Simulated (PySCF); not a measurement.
Fe(CH3)2 holds Fe(II), d6, at total charge 0. The structure is a PBE0-D3(BJ)/def2-TZVP geometry optimised for multiplicity 5; coordination linear, point group D3d, metal–donor distances 2.04 Å.

Method (PySCF 2.14, density fitting): CASSCF(6,5) with orbitals averaged over all microstates of the shell, strongly contracted NEVPT2 on the averaged canonical orbitals; basis x2c-TZVPall on the metal, x2c-SVPall elsewhere; spin-free X2C; gas phase; spin-orbit coupling by state interaction with the mean-field operator over all roots.

CASSCF energies above the lowest CASSCF root:

```json
{"state": "5Eg", "CASSCF / cm⁻¹": "0"}
{"state": "5Eg", "CASSCF / cm⁻¹": "3475"}
{"state": "5A1g", "CASSCF / cm⁻¹": "3637"}
{"state": "3Eg", "CASSCF / cm⁻¹": "21207"}
{"state": "3A2g", "CASSCF / cm⁻¹": "21299"}
{"state": "3A1g", "CASSCF / cm⁻¹": "21432"}
{"state": "3Eg", "CASSCF / cm⁻¹": "21578"}
{"state": "3A2g", "CASSCF / cm⁻¹": "21792"}
{"state": "3Eg", "CASSCF / cm⁻¹": "22836"}
{"state": "3Eg", "CASSCF / cm⁻¹": "24178"}
{"state": "3A2g", "CASSCF / cm⁻¹": "24458"}
{"state": "3Eg", "CASSCF / cm⁻¹": "24943"}
{"state": "3A1g", "CASSCF / cm⁻¹": "25250"}
{"state": "3A2g", "CASSCF / cm⁻¹": "25257"}
{"state": "3Eg", "CASSCF / cm⁻¹": "26019"}
{"state": "3Eg", "CASSCF / cm⁻¹": "26812"}
{"state": "3A2g", "CASSCF / cm⁻¹": "26874"}
{"state": "3Eg", "CASSCF / cm⁻¹": "28357"}
{"state": "3Eg", "CASSCF / cm⁻¹": "28595"}
{"state": "3A1g", "CASSCF / cm⁻¹": "28726"}
{"state": "3Eg", "CASSCF / cm⁻¹": "28813"}
{"state": "3A2g", "CASSCF / cm⁻¹": "29348"}
```

How does dynamic correlation (SC-NEVPT2) move these states?


| state | NEVPT2 / cm⁻¹ | shift / cm⁻¹ |
| --- | --- | --- |
| 5Eg | 0 | 0 |
| 5Eg | 3672 | +197 |
| 5A1g | 3782 | +144 |
| 3Eg | 20110 | -1098 |
| 3A2g | 19324 | -1976 |
| 3A1g | 19485 | -1947 |
| 3Eg | 20148 | -1430 |
| 3A2g | 20064 | -1727 |
| 3Eg | 21828 | -1008 |
| 3Eg | 23443 | -735 |
| 3A2g | 21159 | -3298 |
| 3Eg | 21938 | -3006 |
| 3A1g | 23341 | -1910 |
| 3A2g | 23303 | -1954 |
| 3Eg | 23594 | -2425 |
| 3Eg | 24120 | -2692 |
| 3A2g | 24098 | -2777 |
| 3Eg | 26458 | -1899 |
| 3Eg | 26893 | -1702 |
| 3A1g | 26565 | -2161 |
| 3Eg | 26776 | -2037 |
| 3A2g | 27296 | -2052 |

Gaps between spin states lean to high spin in this active space.
